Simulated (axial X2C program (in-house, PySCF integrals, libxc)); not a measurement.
# NiIn⁻ with a deliberately poor setting

Computed with an in-house all-electron X2C program for linear molecules (integrals from PySCF).

Input:
```json
{"zs": [49, 28], "q": -1, "bas": ["dyall-av3z", "dyall-av3z"], "levels": ["PBE0", "HF", "PBE", "B3LYP"], "cc": false, "r0": 2.52, "npts": 10, "nst": 2, "ntry": 6, "opt": {"auxb": 4.0}}
```
```bash
python so2c.py task.json out
```

Keys: zs atomic numbers; q charge; bas basis sets; levels methods; cc coupled cluster on or off; r0 starting distance in Å; npts points on the curve; nst determinants followed; ntry starts of the search; auxb ratio of fitting exponents. HF also brings MP2.

Task: One numerical setting was spoiled on purpose. Which, and what came out?

Result: Density fitting set too sparse. States: spin-free M_S = 0, Λ = 3; 2c Ω = 3. The apparent results, which are not to be taken for properties of NiIn⁻:

```json
{"Hamiltonian": "spin-free", "level": "PBE0", "points converged": "10 of 10", "Re (Å)": "2.560", "ωe (cm⁻¹)": "188", "De (eV)": "1.37", "curve-fit residual (μEh)": "0.14"}
{"Hamiltonian": "spin-free", "level": "HF", "points converged": "10 of 10", "Re (Å)": "2.658", "ωe (cm⁻¹)": "161", "De (eV)": "0.69", "curve-fit residual (μEh)": "0.15"}
{"Hamiltonian": "spin-free", "level": "MP2", "points converged": "10 of 10", "Re (Å)": "2.444", "ωe (cm⁻¹)": "233", "De (eV)": "2.30", "curve-fit residual (μEh)": "0.015"}
{"Hamiltonian": "spin-free", "level": "PBE", "points converged": "10 of 10", "Re (Å)": "2.572", "ωe (cm⁻¹)": "186", "De (eV)": "1.38", "curve-fit residual (μEh)": "0.17"}
{"Hamiltonian": "spin-free", "level": "B3LYP", "points converged": "10 of 10", "Re (Å)": "2.587", "ωe (cm⁻¹)": "180", "De (eV)": "1.21", "curve-fit residual (μEh)": "0.11"}
{"Hamiltonian": "2c", "level": "PBE0", "points converged": "10 of 10", "Re (Å)": "2.563", "ωe (cm⁻¹)": "187", "De (eV)": "1.61", "curve-fit residual (μEh)": "0.14"}
{"Hamiltonian": "2c", "level": "HF", "points converged": "10 of 10", "Re (Å)": "2.661", "ωe (cm⁻¹)": "159", "De (eV)": "0.76", "curve-fit residual (μEh)": "0.15"}
{"Hamiltonian": "2c", "level": "MP2", "points converged": "10 of 10", "Re (Å)": "2.445", "ωe (cm⁻¹)": "232", "De (eV)": "2.43", "curve-fit residual (μEh)": "0.21"}
{"Hamiltonian": "2c", "level": "PBE", "points converged": "10 of 10", "Re (Å)": "2.575", "ωe (cm⁻¹)": "185", "De (eV)": "1.62", "curve-fit residual (μEh)": "0.16"}
{"Hamiltonian": "2c", "level": "B3LYP", "points converged": "10 of 10", "Re (Å)": "2.591", "ωe (cm⁻¹)": "178", "De (eV)": "1.41", "curve-fit residual (μEh)": "0.11"}
```
